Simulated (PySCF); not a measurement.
Computed shifts of a molecule C₂H₇F₂NSi, PySCF with PBE/pcSseg-1, GIAO, gas phase, equivalent atoms averaged, in ppm (number of nuclei): ¹⁵N: 9.9 (1). ²⁹Si: -37.6 (1). ¹³C: 128.5 (1), 33.1 (1). ¹⁹F: -141.4 (2). ¹H: 6.66 (1), 5.35 (2), 1.42 (2), 0.14 (2). References: ¹⁵N against NH3 (σ = 267.0 ppm); ²⁹Si against TMS (σ = 335.4 ppm); ¹³C against TMS (σ = 182.0 ppm); ¹⁹F against CFCl3 (σ = 133.6 ppm); ¹H against TMS (σ = 31.49 ppm), references at their B3LYP-D3(BJ)/def2-TZVP geometries, non-relativistic. The structure is a stationary point at B3LYP-D3(BJ)/def2-SVP. The values are those of a single conformer.

Problem. Identify the compound among the candidates.
A. C[C@@H](F)[Si@@H](N)F
B. N[SiH2]CC(F)F
C. NC[Si@@H](F)CF
D. N[SiH](CF)CF

Solution. B, N[SiH2]CC(F)F
